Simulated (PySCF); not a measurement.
Which level of theory gave which numbers?

Compound: C5H6OS.
Bonds: S1–C2, C2–C3, C3–C4 (aromatic), C4–C5 (aromatic), C5–C6 (aromatic), C6–O7 (aromatic), C3–O7 (aromatic). Hydrogens: H8 on S1; H9, H10 on C2; H11 on C4; H12 on C5; H13 on C6.

The closed-shell ground state was solved 6 times with PySCF (density fitting, gas phase), always with PBE0, in these basis sets: 6-311+G(2d,p), STO-3G, def2-SVP, def2-TZVP, pcSseg-0 and pcSseg-1. The structure is a single PBE0-D3(BJ)/def2-SVP conformer in the gas phase; no vibrational or solvent corrections.

```csv
row,total energy (Eh),HOMO (eV),LUMO (eV),dipole (D)
P,-667.1949,-6.46,-0.17,1.52
Q,-666.7642,-6.43,0.06,1.47
R,-665.9920,-6.76,-0.14,2.08
S,-659.3298,-3.57,3.23,0.75
T,-667.1694,-6.49,-0.29,1.58
U,-667.0331,-6.54,-0.14,1.63
```

Question: Which basis belongs to which row?

Answer: P = def2-TZVP, Q = def2-SVP, R = pcSseg-0, S = STO-3G, T = 6-311+G(2d,p), U = pcSseg-1. From the lowest total energy up: def2-TZVP (259 functions) 0 eV; 6-311+G(2d,p) (233 functions) +0.69 eV; pcSseg-1 (156 functions) +4.40 eV; def2-SVP (132 functions) +11.72 eV; pcSseg-0 (79 functions) +32.73 eV; STO-3G (45 functions) +214.02 eV.

Conformer computed: `[SH:1][CH2:2][c:3]1[cH:4][cH:5][cH:6][o:7]1`: S1–C2–C3–C4 -107°, H–S1–C2–C3 -62°.
